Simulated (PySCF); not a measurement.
# Energy of Ru²⁺ (ruthenium, charge +2) between two integer charges

The 4d beta orbital of [Kr] 4d6 is emptied in steps (occupation f), with all orbitals relaxed, ending at [Kr] 4d5. Computed with PySCF 2.14 in def2-SVP with the def2 core potential (28 electrons), with a scalar-relativistic core potential. The exact energy is a straight line in f; departures are measured from the line between the end points of the same method.

| f | BHandHLYP (eV) | wB97X (eV) | MN15 (eV) |
| --- | --- | --- | --- |
| 1 | 0.000 | 0.000 | 0.000 |
| 0.75 | -0.506 | -0.354 | -0.723 |
| 0.5 | -0.687 | -0.483 | -0.978 |
| 0.25 | -0.526 | -0.367 | -0.742 |
| 0 | 0.000 | 0.000 | 0.000 |

**Question.** For MN15, how does the orbital energy at f = 1 compare with the removal energy?

**Answer.** −ε = 25.046 eV against a total-energy difference of 28.846 eV. By Janak's theorem ε = ∂E/∂f, so the gap between them reflects the curvature. Along the path −ε is 26.875 (f = 0.75), 28.795 (f = 0.5), 30.796 (f = 0.25) eV.

```csv
method,E(f=0) − E(f=1) (eV),−ε at f=1 (eV),−ε at f=0.5 (eV)
BHandHLYP,28.389,25.735,28.338
wB97X,28.499,26.655,28.461
MN15,28.846,25.046,28.795
```

Reference removal energy between the ground levels: 28.47 eV (semi-empirical (NIST evaluation); NIST Atomic Spectra Database, ionization energies). The calculation has no spin-orbit coupling. The determinant left behind need not be the lowest term of the ion.
